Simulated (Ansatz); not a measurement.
A nudged elastic band was laid between two geometries of C3H6O2Si (12 atoms, charge 0, multiplicity 1).

Computed with RKS PBE0-D4/6-31G (Ansatz 0.2.0).

```
movable images  : 7
climbing image  : yes
spring          : 5.0 eV/Å²
optimiser       : quadratic models (default)
start path      : through a guess of the saddle point
force threshold : 0.05 eV/Å
iteration limit : 60
end points      : relaxed
```

First end point:

```xyz
12
Properties=species:S:1:pos:R:3
C -1.748 -1.310 0.438
C -0.714 -0.576 0.045
C 0.742 -0.537 0.491
Si 0.947 0.839 -0.834
O 1.257 2.451 -0.388
O -0.783 0.410 -0.984
H -1.636 -2.050 1.221
H -2.720 -1.190 -0.023
H 0.890 -0.233 1.530
H 1.294 -1.462 0.304
H 1.760 0.659 -2.067
H 0.789 2.944 0.300
```

Last end point:

```xyz
12
Properties=species:S:1:pos:R:3
C -1.737 -0.987 0.575
C -0.595 -0.593 0.016
C 0.857 -0.851 0.359
Si 1.337 0.045 -1.347
O 1.113 1.931 -0.502
O -0.522 0.201 -1.155
H -1.731 -1.585 1.478
H -2.692 -0.725 0.136
H 1.206 -0.314 1.249
H 1.122 -1.908 0.457
H 1.589 2.747 -0.719
H 0.130 1.985 -0.513
```

(1) Which bonds break or form, and what moves?

(2) What energy profile does the band end with?

(3) What is the geometry of the highest image?

(4) What are the harmonic wavenumbers there?

Results:

(1) Bonds broken: Si4–H11. Bonds formed: O5–H11.

(2) It converged. The highest image is number 4 of 0 to 8, 2.67 eV above the first end and 1.58 eV above the last; the last end lies 1.08 eV above the first. A vibrational analysis at the climbing image gives one clearly imaginary mode, 1422i cm⁻¹: a first-order saddle point. The orbitals stay closed-shell, which can raise the energy where a bond breaks towards radicals; this wasn't checked here. Limits of this set-up: no polarisation functions.

| image | path coordinate (Å) | energy (eV) | Si4–H11 (Å) | O5–H11 (Å) |
| --- | --- | --- | --- | --- |
| 0 | 0.00 | 0.00 | 1.49 | 2.51 |
| 1 | 0.49 | 0.04 | 1.49 | 2.48 |
| 2 | 0.97 | 0.40 | 1.49 | 2.27 |
| 3 | 1.46 | 1.58 | 1.52 | 1.83 |
| 4 | 1.95 | 2.67 | 1.66 | 1.34 |
| 5 | 2.58 | 1.50 | 2.22 | 0.98 |
| 6 | 3.21 | 1.19 | 2.61 | 0.97 |
| 7 | 3.84 | 1.11 | 2.73 | 0.97 |
| 8 | 4.47 | 1.08 | 2.79 | 0.97 |

(3) 
```xyz
12
Properties=species:S:1:pos:R:3
C -1.807 -1.264 0.516
C -0.713 -0.679 0.041
C 0.748 -0.758 0.451
Si 1.078 0.477 -1.015
O 1.364 2.256 -0.391
O -0.702 0.211 -1.066
H -1.752 -1.940 1.360
H -2.775 -1.078 0.066
H 0.978 -0.343 1.437
H 1.192 -1.753 0.362
H 1.738 1.876 -1.625
H 0.728 2.942 -0.102
```

(4) 1422i, 73, 151, 192, 332, 368, 444, 483, 563, 638, 674, 732, 775, 810, 869, 905, 908, 938, 1106, 1143, 1229, 1453, 1472, 1786, 1818, 3117, 3185, 3218, 3317, 3635 cm⁻¹.

Time of the run: 3.9 min on 1 thread of Intel(R) Xeon(R) 6975P-C (Granite Rapids), with other jobs on the host, peak memory 0.17 GiB.
